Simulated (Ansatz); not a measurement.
Born–Oppenheimer molecular dynamics of CH₈BFSi₃ (14 atoms, charge 0, multiplicity 1). It starts from a relaxed structure.

All numbers below come from RKS PBE0/STO-3G (Ansatz).

```json
{
  "ensemble": "NVE (velocity Verlet)",
  "time step": "0.5 fs",
  "steps asked": "400",
  "starting velocities drawn for": "700 K",
  "seed": "695050"
}
```

First frame:

```xyz
14
Properties=species:S:1:pos:R:3
F -1.507 -1.300 1.742
C -0.338 -0.899 1.079
Si 0.617 -2.179 -0.006
B 0.905 -0.730 -1.300
Si -0.476 0.342 -0.404
Si -0.268 2.545 -0.003
H 0.368 -0.478 1.829
H -0.297 -3.171 -0.533
H 1.723 -2.871 0.625
H 1.651 -0.545 -2.183
H -1.736 0.097 -1.083
H 0.970 2.832 0.681
H -0.275 3.298 -1.235
H -1.350 3.032 0.819
```

(1) How far do the bonds stretch over the last three quarters of this one trajectory? (Pairs bonded in most of those frames.)

## Answers

(1) 
| bond | mean (Å) | spread (Å) | shortest | longest |
| --- | --- | --- | --- | --- |
| F1–C2 | 1.404 | 0.008 | 1.39 | 1.42 |
| C2–Si3 | 1.932 | 0.026 | 1.90 | 1.99 |
| C2–Si5 | 1.942 | 0.016 | 1.92 | 1.98 |
| C2–H7 | 1.114 | 0.010 | 1.10 | 1.13 |
| Si3–B4 | 1.964 | 0.038 | 1.91 | 2.04 |
| Si3–H8 | 1.451 | 0.007 | 1.44 | 1.47 |
| Si3–H9 | 1.451 | 0.017 | 1.43 | 1.48 |
| B4–Si5 | 1.964 | 0.031 | 1.92 | 2.03 |
| B4–H10 | 1.173 | 0.024 | 1.13 | 1.21 |
| Si5–Si6 | 2.260 | 0.047 | 2.15 | 2.33 |
| Si5–H11 | 1.452 | 0.016 | 1.43 | 1.48 |
| Si6–H12 | 1.466 | 0.100 | 1.30 | 1.62 |
| Si6–H13 | 1.452 | 0.044 | 1.36 | 1.54 |
| Si6–H14 | 1.452 | 0.044 | 1.38 | 1.53 |

Mean temperature of the second half: 375 K. The conserved energy stayed within 0.55 meV per atom of its start (net change 0.26 meV per atom), so the integration is sound. The temperature averaged 0.54 of the 700 K drawn at the start: a run that starts near a minimum puts about half its kinetic energy into the potential. A run of 0.2 ps of so small a system gives no equilibrium averages. Limits of this set-up: minimal basis.

Time of the run: 14 min on 1 CPU thread of a shared host.
